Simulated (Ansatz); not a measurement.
Computed with Ansatz on PBE0-D4/def2-TZVP structures; ΔE is electronic, products minus reactants. CBS: MP2 limit from def2 TZ/QZ plus the TZ coupled-cluster correction, frozen cores. DFT in def2-TZVPP. For Br outer-core shells are correlated without core-valence functions, which leaves a few kJ/mol of doubt a bond. Scalar relativity is left out up to krypton. Each species was taken in one conformer, which may not be the lowest.

Consider the ligand exchange at a B–C bond: `CB/C=C/Br` + `O[SiH2][SiH3]` → `CBO[SiH2][SiH3]` + `C=CBr`.

```
             level  ΔE (eV)
            PBE-D4    -1.04
     HF/def2-TZVPP    -1.25
SCS-MP2/def2-QZVPP    -1.14
     MP2/CBS(def2)    -1.10
```

Question: What does CCSD(T)/CBS give? (Best estimate.)

Answer: Ansatz gave: -1.14 eV. The listed levels differ from it by 0.10, -0.11, 0.00, 0.04 eV.

Largest T1 diagnostic among the species: 0.013.

In def2-TZVPP, CCSD(T) changes the Hartree–Fock value by +0.09 eV (the triples alone add +0.02 eV) and MP2 by +0.13 eV. The D4 term adds −0.04 eV with B3LYP and −0.02 eV with PBE0; it sums over pairs of atoms, weighted by their polarisabilities, and B3LYP, whose exchange is more repulsive, gets the larger term.

B3LYP here is the variant with VWN-RPA as its local correlation; programs differ in this.
